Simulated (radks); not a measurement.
Results of a calculation; reference values are marked as such.
Coulomb parameter of the 3d shell of the copper ion Cu+ in the model configuration [Ar] 3d8 4p2, as a second difference U = [E(n + 0.25) + E(n - 0.25) - 2 E(n)] / (0.25)^2 with all orbitals relaxed. "Bare": the charge of the atom changes with n. "Screened": the 4p shell takes up the change at fixed total charge, which measures U(3d,3d) + U(4p,4p) - 2 U(3d,4p). Code: a radial shooting solver on a logarithmic mesh with Libxc functionals. Model: scalar-relativistic Kohn-Sham, BLYP, spin-unpolarised, spherical densities, finite nucleus; Fermi nuclear charge, rms radius 3.8823 fm.

case,configuration,E - E(n) (eV)
start,[Ar] 3d8 4p2,0.000
bare +0.25,[Ar] 3d8.25 4p2,-6.538
bare -0.25,[Ar] 3d7.75 4p2,7.602
screened +0.25,[Ar] 3d8.25 4p1.75,-4.274
screened -0.25,[Ar] 3d7.75 4p2.25,4.679

U(bare) = 17.030 eV, U(screened by 4p) = 6.474 eV, against the Slater integral F0(3d,3d) = 28.948 eV with frozen orbitals.
